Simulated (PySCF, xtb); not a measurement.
BF₃H₃N, SMILES [NH3+][B-](F)(F)F.

GFN2-xTB (xtb 6.7.1) at its own geometry gives an orbital gap of 11.07 eV and a dipole moment of 7.01 D.

Geometry optimised at PBE-D3(BJ)/def2-SVP.

Q: What does PBE/def2-TZVP in PySCF give? (An estimate is asked for; the answer gives what the named calculation found.)

A: gap 7.03 eV (levels -8.11 and -1.08 eV), dipole 6.00 D.
